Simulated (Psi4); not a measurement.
Pair of molecules, SMILES [SiH4] with SMILES O=CO, pulled apart as rigid monomers along the line of their centres of mass from the B3LYP-D3(BJ)/def2-TZVP minimum (SMILES order as in the coordinates).
Starting geometry (charge 0, multiplicity 1):
```xyz
10

Si     0.1066    -0.3192     0.6422
H     -0.2752    -0.5306    -0.7743
H      0.6862    -1.5591     1.1923
H     -1.1432     0.0100     1.3802
H      1.0449     0.8148     0.7412
O      0.9379     0.1423     3.7316
C      0.0648     0.4268     4.5034
O     -1.2292     0.5681     4.1908
H      0.2131     0.6101     5.5751
H     -1.3283     0.3996     3.2353
```

These are SAPT0/jun-cc-pV(D+d)Z (Psi4) values and carry that method's errors.

| H4···H10 (Å) | electrostatics (kcal/mol) | exchange (kcal/mol) | induction (kcal/mol) | dispersion (kcal/mol) | total |
|---|---|---|---|---|---|
| 1.71 | -5.71 | 10.52 | -3.33 | -2.96 | -1.48 |
| 1.90 | -3.71 | 5.74 | -1.96 | -2.08 | -2.00 |
| 2.19 | -2.05 | 2.28 | -0.91 | -1.26 | -1.93 |
| 2.67 | ? | 0.48 | -0.29 | ? | -1.27 |
| 3.43 | -0.33 | 0.04 | -0.06 | -0.20 | -0.55 |

Question: Fill in the missing entries.

Answer: 
- 2.67, electrostatics (kcal/mol): -0.89
- 2.67, dispersion (kcal/mol): -0.58
